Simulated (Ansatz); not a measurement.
Ansatz results at the PBE0-D4/def2-TZVP geometry: LUMO energy (PBE/def2-TZVPP) -1.51 eV; LUMO energy (ωB97M-V/def2-TZVPP) 1.54 eV; HOMO energy (ωB97M-V/def2-TZVPP) -9.91 eV.

Each molecule was computed in one conformer, which needn't be the lowest.

(1) Which molecule gave them?
A. `F[SiH](S)[GeH3]`
B. `C=C[SiH](Cl)C=C`
C. `C[CH]1[CH2][SbH]1`
D. `C=C=C([SiH3])CCl`

Answers

(1) D. The others give `C=C[SiH](Cl)C=C`: -1.89, 1.19, -10.40; `C[CH]1[CH2][SbH]1`: -1.21, 1.26, -8.04; `F[SiH](S)[GeH3]`: -1.11, 1.51, -9.97.
